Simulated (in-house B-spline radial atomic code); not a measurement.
# RPA and G0W0 on SCAN: the antimony ion Sb⁴⁺

Configuration [Kr] 4d10 5s1, highest spin, mean-field start SCAN. Computed with an all-electron radial atomic-structure program (B-spline basis): all electrons, scalar-relativistic (spin-free one-electron X2C), finite nucleus, each spin shell either full or empty, empty states to l = 9 with an (l + 1/2)⁻⁴ tail; G0W0 by contour deformation at full frequency.

RPA overbinds a lone outer s electron by self-correlation, and G0W0 tends to as well.

Command:
```bash
python run_gw.py task.json out
```
Settings (radii: box in bohr, nucleus in fm):
```
Z                        51
electrons                47
configuration            [Kr] 4d10 5s1
hamiltonian              x2c
method                   scan,scan
lmax                     9
rms_radius               4.6802
spin_polarised           True
box_radius               11.96
intervals                68
ion_configuration        [Kr] 4d10
```

Cost of the run: 9.4 s on 1 thread of Arm Neoverse N1, with other jobs on the host.

Energies (hartree):

| term | value |
| --- | --- |
| mean-field total | -6477.80454 |
| Hartree-Fock functional on these orbitals | -6474.70151 |
| direct second order | -4.1816 |
| second-order exchange | 1.1593 |
| SOSEX correction | 1.0831 |

Q: What is the RPA correlation energy, and what remains with SOSEX?

A: RPA gives -3.699 hartree (-2.14 eV per electron); RPA + SOSEX gives -2.6159, and the second-order doubles -3.0222 hartree (no singles). SOSEX takes back 29 % of the RPA value.

Quasi-particle levels (eV):

```csv
level,occupied,mean field,Σx - vxc,Σc,QP weight,G0W0
5s up,yes,-50.70,-2.97,?,?,?
4d down,yes,-76.39,-9.77,0.62,0.940,-85.54
4d up,yes,-76.75,-9.67,0.59,0.935,-85.83
5s down,no,-47.84,6.82,-2.87,0.953,-43.89
```

G0W0 = mean field + (Σx - vxc) + Σc, with Σc (partial-wave tail included) taken at the quasi-particle energy. Only the outer levels were computed. Levels of low weight are left out.

Q: Where does G0W0 put 5s up?

A: At -55.78 eV, with Σc = -2.11 eV and a quasi-particle weight of 0.967. The tabulated removal energy is 55 ± 0.1 eV (NIST, semi-empirical); the calculation leaves out spin-orbit coupling, Breit and QED terms, and what these don't explain is the method's own error.

Q: What does it cost to remove one electron (to [Kr] 4d10) by differences of total energies, each species on its own start (correlation terms add to the Hartree-Fock functional)?

A: SCAN 55.34 eV, Hartree-Fock functional 53.33 eV, + RPA 55.54 eV, + RPA + SOSEX 54.80 eV, + second order 55.84 eV. Tabulated: 55 ± 0.1 eV (NIST, semi-empirical); the calculation leaves out spin-orbit coupling, Breit and QED terms, and what these don't explain is the method's own error.
